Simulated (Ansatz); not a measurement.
Cartesian coordinates in Å:
```
C 0.978 1.320 -2.497
O 0.823 0.519 -1.376
Hf 0.528 -0.644 0.119
N 1.922 -0.199 1.543
O 0.702 -2.528 -0.256
O -1.275 -0.270 0.805
Si -2.676 0.088 1.542
H 1.882 1.933 -2.410
H 1.065 0.710 -3.403
H 0.119 1.990 -2.616
H 2.362 -0.874 2.152
H 2.290 0.716 1.755
H 0.668 -3.371 -0.696
H -2.637 1.467 2.103
H -2.944 -0.863 2.656
H -3.807 0.008 0.577
```

The species carries charge 0 and has multiplicity 1. Hf takes the def2 core potential.

(1) List the r2SCAN/def2-TZVPP orbital energies in eV (the Gaussian-basis code of Ansatz). (Estimate.)

Answers

(1) The calculation gave: Occupied: -1790.97, -515.52, -515.36, -515.06, -384.17, -274.29, -141.34, -96.22, -96.19, -96.19, -65.33, -34.64, -34.46, -34.28, -25.79, -25.03, -24.49, -20.98, -17.26, -13.24, -12.59, -11.82, -11.60, -11.28, -11.28, -10.22, -9.35, -9.27, -9.08, -8.10, -8.04, -7.47, -7.30, -7.12, -6.92, -5.95. Lowest empty: -0.35, 0.11, 0.55, 0.62, 0.78, 0.86, 1.16, 1.56.
